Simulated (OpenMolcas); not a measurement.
## Co2+ in KMgF3: curves along the breathing mode

Co2+ with its 6 nearest fluoride ions, on the Mg site of KMgF3 (a = 3.973 Å, distance in the model lattice 1.986 Å). The rest of the host is ab initio model potentials to 7.6 Å, with orthogonalisation functions on the cations behind the ligands, and point charges beyond; the distance is set by hand and nothing relaxes. Ligand basis ANO-RCC-VDZP.

```json
{
  "Program": "OpenMolcas",
  "Method": "SS-CASPT2, IPEA 0.25 Eh, imaginary shift 0.1 Eh (closed shells correlated: 3s 3p and the ligand valence shells)",
  "Basis": "ANO-RCC-VDZP [5s4p2d1f]",
  "Scalar Hamiltonian": "DKH2, point nucleus",
  "Active space": "7 electrons in 5 orbitals (3d)",
  "State averaging": "2S+1 = 4 even, 10 roots; 2S+1 = 2 even, 40 roots",
  "Spin-orbit coupling": "RASSI with atomic mean-field integrals over the reference wave functions"
}
```

Spin-free energies (labels of O, the rotations of Oh) in cm-1 above the lowest fitted minimum, as all ligands move together:

```csv
R (Å),4T1,2E,2T1,2T2,4A2,2T1(2),4T1(2)
1.897,2270,10660,19640,20800,27830,23800,27990
1.942,140,9900,17620,18540,22910,21580,24650
1.986,380,11300,17940,18650,20770,21750,23850
2.031,2860,14780,20470,20960,21110,24120,25420
2.076,7480,20260,25130,25450,23890,28670,29270
2.12,14100,27580,31760,31930,28920,35250,35240
2.165,23110,37180,40750,40710,36500,44190,43660
```

Cubic fits give the following; the wavenumber is harmonic, with the mass of all moving ligands, small differences in it between states hang on the degree of the fit, a number in brackets counts states of one label, and the table is a selection of at most 14 states with clean curves.

```tsv
State	R0 (Å)	Breathing mode (cm-1)	Minimum (cm-1)
4T1	1.960	577	0
2E	1.934	555	9910
2T1	1.958	574	17510
2T2	1.963	577	18330
4A2	2.003	610	20580
2T1(2)	1.962	577	21400
4T1(2)	1.980	594	23830
2A1	1.980	594	24560
2T2(2)	1.977	591	27830
2T1(3)	1.980	594	29990
2E(2)	1.978	596	31070
2T2(3)	1.986	593	34620
2T1(4)	1.990	589	37140
2E(3)	2.000	602	37560
```

The minimum of 4A2 is shifted by +0.0430 Å against 4T1 (from the unrounded fits). With M = 114.0 u for the moving shell, the Huang-Rhys factor in this mode is S = M ω ΔR² / 2ħ = 0.01483 × 114.0 × 577 × 0.0430² = 1.80. Only the first shell moves, against a rigid host.

Roots that are degenerate in the reference are averaged as groups; the widest CASPT2 spread within a group is 850 cm-1 (the 3-fold group of multiplicity 4 near 8130 cm-1 above the lowest state of its run, R = 2.031). Shifts and gaps below about the spread of the groups concerned are not significant. Over all roots computed the reference weight is 0.74 to 0.75 in R = 1.897, 0.74 to 0.75 in R = 1.942, 0.74 to 0.75 in R = 1.986, 0.74 to 0.75 in R = 2.031, 0.74 to 0.75 in R = 2.076, 0.73 to 0.75 in R = 2.12, 0.73 to 0.75 in R = 2.165; a low but even weight reflects the number of correlated electrons. An orbital triplet at a regular site is open to Jahn-Teller coupling, which can distort the site and quench the lowest spin-orbit gaps and is left out. A single d shell leaves out the double-shell effect, which counts most for late 3d ions, where the CASPT2 field can be off either way by tens of per cent. Ligand-to-metal charge-transfer states are missing. These CASPT2 states fit no ligand-field parameters well, so their order and spin gaps are uncertain. For late 3d ions with one d shell CASPT2 can put B and the spin-flip bands somewhat low as well as high. With one d shell and no ligand orbital active, 10Dq can be off by tens of per cent for divalent 3d ions, low with halides held by bare charges and at times high in hosts. Free-ion shares, where given, are those of the reference states; single-state CASPT2 does not remix them. This shell can be high or low spin here, a state of another spin lies low, and with metal d orbitals alone active their balance is uncertain, so the ground spin may be wrong (holds for R = 1.897). No measured value stands beside these numbers.
